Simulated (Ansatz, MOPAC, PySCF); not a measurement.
Members of the series SiXY, Y = silyl; each row names its spin state. Isolated molecules, 0 K electronic values unless said otherwise. One relaxed conformer stands for each flexible species; it need not be the lowest. Strings in code marks are SMILES.

Quantity: adiabatic spin-state energy, in kcal/mol. Semi-empirical values (MOPAC) are differences of heats of formation.

Level 1: B3LYP/cc-pVTZ // PBE0-D3(BJ)/def2-TZVP (Ansatz, a program for electronic structure)
Level 2: PBE-D3(BJ)/def2-TZVP // PBE0-D3(BJ)/def2-TZVP (PySCF)
Level 3: r2SCAN0/cc-pVTZ // PBE0-D3(BJ)/def2-TZVP (Ansatz)
Level 4: PM7 // PBE0-D3(BJ)/def2-TZVP (MOPAC)

| species | level 1 | level 2 | level 3 | level 4 |
|---|---|---|---|---|
| `[C-]#[N+][Si][SiH3]`: multiplicity 3 minus multiplicity 1 | 20.3 | 17.2 | 11.9 | -24.0 |
| `C=C[Si][SiH3]`: multiplicity 3 minus multiplicity 1 | 15.7 | 12.3 | 6.85 | -25.1 |
| `C#C[Si][SiH3]`: multiplicity 3 minus multiplicity 1 | 16.4 | 13.9 | 8.12 | -25.1 |
| `[SiH3][Si]S`: multiplicity 3 minus multiplicity 1 | 26.4 | 24.7 | 19.2 | -18.8 |
| `N#C[Si][SiH3]`: multiplicity 3 minus multiplicity 1 | 16.1 | 13.5 | 7.75 | -23.0 |
| `[SiH3][Si][SiH3]`: multiplicity 3 minus multiplicity 1 | 8.61 | 7.60 | 1.18 | -37.9 |
